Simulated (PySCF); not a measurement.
**Correlation energy of Tc(2+) (technetium, charge +2)**

[Kr] 4d5, high-spin 6S determinant. All numbers are calculated (PySCF 2.14, a scalar-relativistic core potential, in def2-TZVPPD with the def2 core potential (28 electrons)). Frozen: 4s2 4p6; 5 electrons correlated.

| level | correlation energy (mhartree) |
| --- | --- |
| CCSD | -64.44 |
| (T) | -0.74 |
| CCSD(T) | -65.18 |

Diagnostics: T1 = 0.00049, D1 = 0.0007, largest double amplitude 0.028.

Cost of the coupled-cluster step: roughly 1.5 core-seconds, for 5 correlated electrons.
